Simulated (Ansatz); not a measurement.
Mulliken charges of ClFGaHO (`[OH][Ga]([F])[Cl]`) from r2SCAN/def2-TZVPP in Ansatz (PBE0-D4/def2-TZVP geometry).

| atom | x (Å) | y (Å) | z (Å) | charge (e) |
| --- | --- | --- | --- | --- |
| O1 | -0.042 | 0.761 | -1.168 | -0.388 |
| Ga2 | 0.286 | -0.187 | 0.279 | 0.766 |
| F3 | 1.947 | -0.478 | 0.680 | -0.348 |
| Cl4 | -1.211 | -0.982 | 1.543 | -0.234 |
| H5 | -0.980 | 0.886 | -1.334 | 0.205 |

**Question.** By hand: the dipole of these point charges (1 e Å = 4.8032 D).

**Answer.** Σ q r = (-0.360, 0.139, -0.204) e Å, of length 0.437 e Å = 2.10 D.

**Question.** How does the dipole of the full density compare? (An estimate is asked.)

**Answer.** Ansatz gave: (-0.423, 0.099, -0.140) e Å, 2.19 D; the point charges give 0.96 times that, at 12° from its direction.

Point charges leave out the atoms' own dipoles, such as those of lone pairs, and Mulliken's split depends on the basis, so the close match here is no proof of good charges.
